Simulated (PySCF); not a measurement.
[PySCF 2.14.0 with density-fitted response routines: shieldings: GIAO PBE0/pcSseg-1; structure optimised with GFN2-xTB; in vacuum; fast rotation and ring inversion assumed for equivalent nuclei; a single conformation; non-relativistic]

Scale: TMS for 1H and 13C (reference shieldings calculated alike). Shifts are as computed. Against solution values, carbons near 30 ppm lie about +3 ppm off and those near 130 ppm about +5 ppm. Of 1211 compounds with measured shifts, 218 miss one by over three times the rms of a fit or turn the order of signals round; such compounds aren't used in these exercises.

Q: Order these molecules by the shift of their most shielded carbon-bound hydrogen, lowest δ first.
A. C#C[Si@@H](Cl)[SiH2]O[SiH3]
B. Fc1cocp1
C. O=CC1CC1

A: C (0.86 ppm, hydrogen on a three-membered-ring carbon), A (2.35 ppm, hydrogen on a terminal alkyne carbon), B (8.31 ppm, hydrogen on an aromatic CH next to the ring oxygen).

Q: Order these molecules by the shift of their most deshielded carbon-bound hydrogen, lowest δ first.
A. O=CC1CC1
B. CC(=O)OCO[SiH3]
C. C#C[Si@@H](Cl)[SiH2]O[SiH3]

A: C (2.35 ppm, hydrogen on a terminal alkyne carbon), B (5.55 ppm, hydrogen on an sp3 carbon bearing two oxygens), A (8.73 ppm, hydrogen on an aldehyde carbonyl carbon).

Q: How many 13C and 1H signals does each give (equivalence by symmetry and fast rotation, but not about amide C–N or C=N bonds)? `O=CC1CC1`, `C#C[Si@@H](Cl)[SiH2]O[SiH3]`, `Fc1cocp1`, `CC(=O)OCO[SiH3]`

A: O=CC1CC1: 3 C, 4 H; C#C[Si@@H](Cl)[SiH2]O[SiH3]: 2 C, 5 H; Fc1cocp1: 3 C, 2 H; CC(=O)OCO[SiH3]: 3 C, 3 H.
